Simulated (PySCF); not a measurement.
**Mo⁺: excitation energy**

Mo⁺ [Kr] 4d5 (6S) → Mo⁺ [Kr] 4d4 5s1 (6D), as a difference of total energies. Computed with PySCF 2.14 in ANO-RCC-VTZP (7s6p4d2f1g, 68 functions), with scalar relativity by spin-free X2C-1e. Correlated levels: valence and next inner shell: [Ar] 3d10 frozen. The calculations carry no spin-orbit coupling.

```json
{"method": "UHF", "excitation energy (eV)": "1.436"}
{"method": "MP2 (valence and next inner shell)", "excitation energy (eV)": "1.665"}
{"method": "SCS-MP2 (valence and next inner shell)", "excitation energy (eV)": "1.560"}
{"method": "CCSD (valence and next inner shell)", "excitation energy (eV)": "1.585"}
{"method": "CCSD(T) (valence and next inner shell)", "excitation energy (eV)": "1.586"}
```

Task: How much does correlation contribute at CCSD(T) (valence and next inner shell)?

Result: 1.586 − (1.436) = 0.150 eV, measured against UHF.

Errors of the correlated levels include the incompleteness of this basis and the frozen core.

The basis was made for the ground configuration and has no added diffuse functions, so the excitation energy can come out too high.

For comparison: 1.587 eV (measured; NIST levels, between the centres of gravity of the two terms).
